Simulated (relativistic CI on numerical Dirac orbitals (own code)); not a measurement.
**Ca XX: q coefficients and field-shift factors**

Calculated at this level of theory: Dirac equation for one electron (own radial code, finite nucleus).

Configuration list: 1s, 2s, 2p. Levels of other configurations are missing.

With x = (α/α₀)² − 1 an excitation energy changes as ω = ω₀ + qx; K = 2q/ω₀ is the relative enhancement. Terms are leading LS components, so labels can repeat. The field-shift factor is F = δν/δ⟨r²⟩ for the transition from the lowest level.

Lowest level 1s 2S_1/2.

```csv
Level,ω₀ (cm⁻¹),q (cm⁻¹),F (GHz/fm²)
2p 2P°_1/2,33083016,164100,-273
2s 2S_1/2,33083031,164100,-237
2p 2P°_3/2,33142241,224100,-274
```

Problem. Which transition from the lowest level has the largest |K|?

Solution. 2p 2P°_3/2 at 33142241 cm⁻¹, K = 0.0135.
